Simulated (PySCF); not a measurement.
methylhydroxycarbene (C2H4O), SMILES O[C]C (connectivity only; charge and spin as stated), neutral, multiplicity 1.

Coordinates come from a r2SCAN-D4/def2-TZVP optimisation. The geometry has at least one imaginary mode, so it is a saddle point at that level. Other conformers were not sampled.

These are TDDFT-CAM-B3LYP/def2-SVPD (PySCF 2.14.0) values and carry that method's errors.

Vertical excitations. Gas-phase values at a fixed geometry. State labels are in the subgroup Cs.

Computed UV-visible absorptions:
```tsv
state	symmetry	energy (eV)	λ (nm)	f	main pairs
S1	A"	2.94	422	0.005	HOMO→LUMO 100 %
S2	A'	5.65	220	0.090	HOMO→LUMO+1 96 %
S3	A'	6.70	185	0.047	HOMO→LUMO+2 96 %
S4	A"	7.43	167	0.069	HOMO→LUMO+3 97 %
S5	A'	7.57	164	0.169	HOMO→LUMO+4 92 %
S6	A"	7.64	162	0.003	HOMO−1→LUMO 95 %
S7	A'	8.15	152	0.001	HOMO→LUMO+5 96 %
S8	A'	8.37	148	0.022	HOMO→LUMO+6 92 %
S9	A'	8.83	140	0.093	HOMO−2→LUMO 89 %
S10	A"	9.05	137	0.003	HOMO→LUMO+9 95 %
T1	A"	1.41	882	0	HOMO→LUMO 97 %
T2	A'	5.08	244	0	HOMO→LUMO+1 94 %
T3	A'	6.38	194	0	HOMO→LUMO+2 88 %
T4	A"	7.06	176	0	HOMO−1→LUMO 89 %
```
Triplets are in the Tamm–Dancoff approximation, which puts them higher than full response would, so one can lie above its singlet here.
